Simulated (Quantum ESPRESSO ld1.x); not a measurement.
Rb, configuration [Kr] 5s1.

Calculated with ld1.x of Quantum ESPRESSO 7.5: scalar-relativistic Kohn-Sham, LDA (Slater exchange, VWN5 correlation), spin-unpolarised, spherical densities, point nucleus.

Energy parts (eV):
total: -81026.28
kinetic: 82956.64
electron-nucleus: -195372.68
Hartree: 34031.38
exchange-correlation: -2641.62

Orbitals (lengths in bohr, moments of r in powers of bohr; r(90%) holds 90 % of the orbital's charge):
orbital  occ.  eigenvalue (eV)     <r^2>  r(90%)
1s          2         -15010.1  0.002192  0.0722
2s          2         -2005.48   0.03739   0.275
2p          6         -1779.45   0.02947   0.253
3s          2         -297.002    0.3008   0.760
3p          6         -224.522    0.3156   0.791
3d         10         -104.217    0.3388   0.857
4s          2         -31.9758     2.412    2.15
4p          6         -16.0373     3.477    2.63
4d          0          -0.0252     111.9    15.7
5s          1          -2.3614     30.13    7.72
5p          0          -0.7841     62.82    11.2

The highest occupied level is 5s at -2.361 eV. Summed over all electrons, <r^2> = 61.96 bohr^2, which gives a Langevin (diamagnetic) susceptibility term of -49.1 x 10^-6 cm^3/mol. The density falls to 0.001 e/bohr^3 at r = 4.55 bohr. For comparison, the ionisation energy in NIST's Atomic Spectra Database is 4.177 eV (measured). In exact Kohn-Sham theory the highest level is minus the ionisation energy, but local and semilocal functionals leave it too shallow, through self-interaction and a potential that decays too fast; potentials with the right tail come closer.

Beside tabulated values, note that spin-unpolarised runs miss the spin-polarisation part of the exchange energy of open shells.
